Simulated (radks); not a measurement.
The tellurium ion Te2+ inside a hard spherical wall (all orbitals vanish at R), configuration held at [Kr] 4d10 5s2 5p2 and not refilled when levels cross. Method: scalar-relativistic Kohn-Sham, PBE, spin-polarised, spherical densities, finite nucleus; open shells are filled with parallel spins first (spin-orbit coupling, left out, can overturn this in heavy ions); Fermi nuclear charge, rms radius 4.7423 fm; computed with a radial shooting solver on a logarithmic mesh with Libxc functionals. Eigenvalues in eV for spin up, with the zero of energy where the potential of the charges vanishes at infinity; a dash marks a level that is unbound or too diffuse for the functional's potential to be trusted. A positive occupied level is held by the wall or, in an anion where self-interaction has pushed it up, behind a barrier. The pressure on the wall is -dE/dV.

R (bohr),E (hartree),kinetic (hartree),e(4p),e(4d),e(5s),e(5p),"e(5d, empty)","e(6s, empty)",pressure (GPa)
free,-6793.28991,7117.313,-133.81,-61.034,-33.432,-23.057,-10.812,-10.711,0
20,-6793.28991,7117.313,-133.81,-61.034,-33.432,-23.057,-10.812,-10.711,< 0.0001
15,-6793.28991,7117.313,-133.81,-61.034,-33.432,-23.057,-10.812,-10.711,< 0.0001
12,-6793.28991,7117.313,-133.81,-61.034,-33.432,-23.057,-10.812,-10.709,< 0.0001
10,-6793.28991,7117.313,-133.81,-61.034,-33.432,-23.057,-10.807,-10.683,< 0.0001
5,-6793.26576,7117.527,-133.21,-60.457,-32.994,-22.454,-8.364,-3.446,4.46
4,-6793.12120,7118.448,-131.32,-58.639,-31.342,-20.068,-3.025,10.332,47.4
